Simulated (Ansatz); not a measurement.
`Cl[SiH2][S][GeH3]` + `OCS` → `OC[S][GeH3]` + `S[SiH2]Cl`  (ligand exchange at a Ge–S bond)

Calculated with Ansatz (gas phase, PBE0-D4/def2-TZVP geometries, no zero-point term in ΔE). CCSD(T)/CBS is the MP2 limit (def2-TZVPP, def2-QZVPP) plus CCSD(T) − MP2 in def2-TZVPP, frozen cores. DFT in def2-TZVPP. B3LYP here is the variant with VWN-RPA as its local correlation; programs differ in this. For Ge outer-core shells are correlated without core-valence functions, which leaves a few kJ/mol of doubt a bond. Scalar relativity is left out up to krypton. One conformer a species, not always the lowest.

Problem. Is it downhill or uphill in electronic energy at CCSD(T)/CBS, and by how much? (An estimate is asked.)

Solution. Computed: Nearly level: ΔE = -1.4 kJ/mol.

Problem. What do these levels give: PBE-D4, r2SCAN-D4, B3LYP-D4, ωB97X-V, PBE, B3LYP, SCS-MP2/def2-TZVPP, CCSD(T)/def2-TZVPP, HF/def2-QZVPP, SCS-MP2/def2-QZVPP, HF/CBS(def2), CCSD/CBS(def2)? (Best estimate.)

Solution. Ansatz gave: PBE-D4 -6.9, r2SCAN-D4 -5.9, B3LYP-D4 -4.7, ωB97X-V -2.3, PBE -7.7, B3LYP -6.0, SCS-MP2/def2-TZVPP -0.4, CCSD(T)/def2-TZVPP -2.1, HF/def2-QZVPP 0.8, SCS-MP2/def2-QZVPP 0.1, HF/CBS(def2) 0.8, CCSD/CBS(def2) -0.5 kJ/mol.

Largest T1 diagnostic among the species: 0.012.

From PBE to PBE0 (25 % exact exchange), in def2-TZVPP and without D4, ΔE moves by +3.4 kJ/mol.
